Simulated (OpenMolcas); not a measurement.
# Ni II: effect of the active space

| Item | Value |
| --- | --- |
| Program | OpenMolcas |
| Method | CASSCF or its RAS form |
| Basis | ANO-RCC-VTZP |
| Scalar Hamiltonian | DKH2, point nucleus |
| Spin-orbit coupling | state interaction with AMFI integrals over the reference wave functions, term energies averaged over their components |

A. 9 electrons in 6 orbitals (3d 4s); 2S+1 = 4 even, 17 roots; 2S+1 = 2 even, 24 roots; cost roughly 19 core-seconds
B. 9 electrons in 9 orbitals (RAS2 3d 4s; RAS3 4p, at most 2 electrons); 2S+1 = 2 even, 29 roots; 2S+1 = 4 even, 10 roots kept (CI in the orbitals of an earlier block); 2S+1 = 2 odd, 21 roots; 2S+1 = 4 odd, 21 roots kept (CI in the orbitals of an earlier block); cost about 15 core-minutes
C. 9 electrons in 11 orbitals (3d 4s 4d); 2S+1 = 2 even, 20 roots (17 in the spin-orbit step); 2S+1 = 4 even, 10 roots kept (CI in the orbitals of an earlier block); cost roughly 8 core-minutes

Energies in eV above 3d8 4s 4F 9/2.

```
        Level       A       B       C
3d8 4s 4F 9/2  0.0000  0.0000  0.0000
3d8 4s 4F 7/2  0.0902  0.1135  0.1151
3d8 4s 4F 5/2  0.2076  0.2078  0.2109
3d8 4s 2F 7/2  0.2662  0.7276  0.7273
3d8 4s 4F 3/2  0.2874  0.2747  0.2794
3d8 4s 2F 5/2  0.4289  0.9063  0.9058
```

C puts 3d9 2D 5/2 lowest.

The spin-orbit steps hold different terms of 3d8 4s (C lacks 2G, 2P), which shifts levels as well.

Among A to C the level of the table that moves most is 3d8 4s 2F 5/2, by 3900 cm-1 (lowest in A, highest in B).

Without dynamic correlation excited terms often stand tens of per cent too high (terms of higher spin than the ground term too low), and those without a measured partner can miss by more than the paired ones. The lowest computed level is not the ground level that NIST lists (2D5/2) (holds for A; B). No level of 3d9 was computed, though it lies in the active space (holds for A). Terms from blocks run as CI alone lack orbitals of their own (holds for B; C). Some high roots are left out of the spin-orbit mixing, which shifts the levels that they would mix with (holds for C). Active for correlation alone: 4d; no level in the range computed is led by a configuration that fills it, so any true level of that kind is missing (holds for C). Levels of configurations outside the active space are missing. Levels that lie high or do not pair safely by name in every column are left out.
